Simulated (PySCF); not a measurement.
A structure optimised at PBE-D3(BJ)/def2-SVP, used in a PySCF frequency run:

```
O
C 1 1.4030
H 2 1.1137 1 110.55
H 2 1.1137 3 107.28 1 -120.61
H 2 1.1149 3 107.57 4 -115.47
Al 1 1.7053 2 135.85 3 120.68
N 6 1.7677 1 119.33 2 180.00
H 7 1.0209 6 124.55 1 180.00
H 7 1.0215 8 110.94 6 180.00
Br 6 2.2703 1 120.58 2 0.00
```

Question: Write its SMILES, formula and point group.

Answer: C[O][Al]([NH2])[Br], CH5AlBrNO, Cs

Question: What are its rotational constants (standard atomic weights)?

Answer: 2.9916, 1.5090, 1.0096 GHz
